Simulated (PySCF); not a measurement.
## `C[S@@](=O)Cc1nccs1`, C5H7NOS2

Geometry (Å), atoms numbered from 1 in this order:
```xyz
16

C    -2.0563    0.9345    0.3400
S    -1.7431   -0.7689    0.9624
O    -2.9691   -1.5185    0.7079
C    -0.5808   -1.2487   -0.4616
C     0.7035   -0.5692   -0.3089
N     0.9600    0.6244   -0.7239
C     2.2026    1.0309   -0.3831
C     2.9318    0.1329    0.3279
S     2.0257   -1.3059    0.5852
H    -2.5432    1.4943    1.1319
H    -1.1095    1.3936    0.0780
H    -2.7121    0.8702   -0.5214
H    -1.0877   -0.9668   -1.3816
H    -0.4881   -2.3302   -0.3889
H     2.5304    2.0093   -0.6833
H     3.9281    0.2271    0.7081
```

Theory: GIAO KT3/pcSseg-1 magnetisability, rotational g tensor and spin-rotation constants, non-relativistic, gas phase (PySCF 2.14.0). Geometry: GFN2-xTB.

Give the nuclear spin-rotation constants along the inertial axes (H = +C I·J) beside the isotropic shieldings.

Rotational constants 2.7571, 0.7272, 0.6296 GHz. A star marks the isotopologue with that one atom substituted, in its own axes.
```tsv
atom	isotope	Caa (kHz)	Cbb (kHz)	Ccc (kHz)	mean (kHz)	σ (ppm)
N6	14N	0.614	0.153	0.049	0.272	-60.3
H10	1H	-0.222	-0.060	-0.011	-0.098	29.3
H11	1H	0.057	-0.050	-0.069	-0.021	28.1
H12	1H	-0.231	-0.062	-0.012	-0.102	29.7
H13	1H	-0.230	-0.053	0.003	-0.093	27.5
H14	1H	-0.289	0.031	-0.059	-0.106	27.6
H15	1H	-0.137	0.043	-0.062	-0.052	24.1
H16	1H	0.170	-0.071	-0.046	0.018	24.8
C1	13C*	0.579	0.099	0.131	0.270	140.4
S2	33S*	0.893	0.363	0.265	0.507	161.1
O3	17O*	-0.740	-0.082	-0.047	-0.289	213.5
C4	13C*	0.533	0.189	0.127	0.283	118.9
C5	13C*	1.148	0.267	0.166	0.527	33.1
C7	13C*	1.016	0.260	0.149	0.475	50.3
C8	13C*	1.061	0.214	0.133	0.469	66.7
S9	33S*	0.976	0.333	0.190	0.500	253.5
```
For the geometry as given, no vibrational averaging.
